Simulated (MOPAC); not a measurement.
A run for MOPAC: PM3 on CdH2Se (SMILES [SeH][CdH]), a point of a bond scan (R = 2.258 Å).

```
PM3 1SCF PRECISE CHARGE=0 THREADS=1
CdH2Se

Cd    -0.57782857 1    -0.43492185 1    -0.71648612 1
H     -1.85906872 1    -1.40756768 1    -2.30147614 1
Se     0.83268525 1     0.66552990 1     1.01516222 1
H      0.95136823 1    -0.59636766 1     1.76637103 1
```

Program output:

```
*******************************************************************************
 **                                                                           **
 **                              MOPAC v23.2.5                                **
 **                                                                           **
 *******************************************************************************
 ** MOPAC's Digital Object Identifier: https://doi.org/10.5281/zenodo.6511958 **
 **                                                                           **
 ** Please cite the open-source release paper for use of this MOPAC version:  **
 ** J. E. Moussa and J. J. P. Stewart (2026)                                  **
 ** MOPAC: An open-source semiempirical molecular orbital program             **
 ** J. Open Source Softw., 11(119), 8025, https://doi.org/10.21105/joss.08025 **
 *******************************************************************************

                              PM3 CALCULATION RESULTS

 *******************************************************************************
 *  PM3        - The PM3 Hamiltonian to be used
 *
 *
 *
 *                 CHARGE ON SYSTEM = 0
 *
 *
 *
 *  PRECISE    - TIGHTER CRITERIA TO BE USED
 *  1SCF       - DO 1 SCF AND THEN STOP
 *  THREADS=1  - MULTI-THREADING NOT USED
 *  T=         - A TIME OF 172800.0 SECONDS REQUESTED
 *  DUMP=N     - RESTART FILE WRITTEN EVERY 7200.0 SECONDS REQUESTED
 *******************************************************************************
PM3 1SCF PRECISE CHARGE=0 THREADS=1
 CdH2Se

   ATOM   CHEMICAL          X               Y               Z
  NUMBER   SYMBOL      (ANGSTROMS)     (ANGSTROMS)     (ANGSTROMS)

     1      Cd         -0.57782857  *  -0.43492185  *  -0.71648612  *
     2       H         -1.85906872  *  -1.40756768  *  -2.30147614  *
     3      Se          0.83268525  *   0.66552990  *   1.01516222  *
     4       H          0.95136823  *  -0.59636766  *   1.76637103  *



          CARTESIAN COORDINATES

    NO.       ATOM           X           Y           Z

     1        Cd         -0.5778     -0.4349     -0.7165
     2         H         -1.8591     -1.4076     -2.3015
     3        Se          0.8327      0.6655      1.0152
     4         H          0.9514     -0.5964      1.7664

  H: (PM3): J. J. P. STEWART, J. COMP. CHEM. 10, 209 (1989).
 Se: (PM3): J. J. P. STEWART, J. COMP. CHEM. 12, 320-341 (1991).
 Cd: (PM3): J. J. P. STEWART, J. COMP. CHEM. 12, 320-341 (1991).

           Empirical Formula: H2 Cd Se  =     4 atoms



      MOLECULAR POINT GROUP   :   Cs


      RHF CALCULATION, NO. OF DOUBLY OCCUPIED LEVELS = 5


 -------------------------------------------------------------------------------
 PM3 1SCF PRECISE CHARGE=0 THREADS=1
 CdH2Se



     1SCF WAS SPECIFIED, SO BFGS WAS NOT USED
     SCF FIELD WAS ACHIEVED


                              PM3 CALCULATION
                                                       MOPAC v23.2.5 Linux




          FINAL HEAT OF FORMATION =         45.89864 KCAL/MOL =     192.03991 KJ/MOL


          COSMO AREA              =         97.13 SQUARE ANGSTROMS
          COSMO VOLUME            =         75.76 CUBIC ANGSTROMS

          IONIZATION POTENTIAL    =          8.407840 EV
          HOMO LUMO ENERGIES (EV) =         -8.408 -0.339
          NO. OF FILLED LEVELS    =          5
          MOLECULAR WEIGHT        =        193.3858         POINT GROUP:  Cs

          MOLECULAR DIMENSIONS (Angstroms)

            Atom       Atom       Distance
            H     4    H     2     5.01039
           Se     3    H     2     1.39565
           Cd     1    H     2     0.00000


          SCF CALCULATIONS        =          1





   ATOM   CHEMICAL          X               Y               Z
  NUMBER   SYMBOL      (ANGSTROMS)     (ANGSTROMS)     (ANGSTROMS)

     1      Cd         -0.57782857  *  -0.43492185  *  -0.71648612  *
     2       H         -1.85906872  *  -1.40756768  *  -2.30147614  *
     3      Se          0.83268525  *   0.66552990  *   1.01516222  *
     4       H          0.95136823  *  -0.59636766  *   1.76637103  *

                             CARTESIAN COORDINATES

   1   Cd       -0.577828570    -0.434921850    -0.716486120
   2    H       -1.859068720    -1.407567680    -2.301476140
   3   Se        0.832685250     0.665529900     1.015162220
   4    H        0.951368230    -0.596367660     1.766371030


           Empirical Formula: H2 Cd Se  =     4 atoms



      MOLECULAR POINT GROUP   :   Cs


                  EIGENVALUES
 -18.16585 -12.76865 -10.94615  -8.64613  -8.40784  -0.33877   0.97458  20.64396
  20.67323  20.88380


              NET ATOMIC CHARGES AND DIPOLE CONTRIBUTIONS

  ATOM NO.   TYPE          CHARGE      No. of ELECS.   s-Pop       p-Pop
    1         Cd           1.028202        0.9718     0.94848     0.02332
    2          H          -0.382532        1.3825     1.38253
    3         Se          -0.554617        6.5546     1.91519     4.63942
    4          H          -0.091052        1.0911     1.09105
 DIPOLE           X         Y         Z       TOTAL
 POINT-CHG.    -2.072    -1.074    -2.787     3.635
 HYBRID        -0.096    -1.125     0.352     1.183
 SUM           -2.168    -2.199    -2.435     3.933


          ATOMIC ORBITAL ELECTRON POPULATIONS

     Atom    s        px        py        pz
    1 Cd   0.94848   0.00764   0.00459   0.01109
    2  H   1.38253
    3 Se   1.91519   1.88618   1.17875   1.57450
    4  H   1.09105

 **********************
 *                    *
 * JOB ENDED NORMALLY *
 *                    *
 **********************




 == MOPAC DONE ==
```

The run finished.

Cost: roughly 0.03 core-seconds.
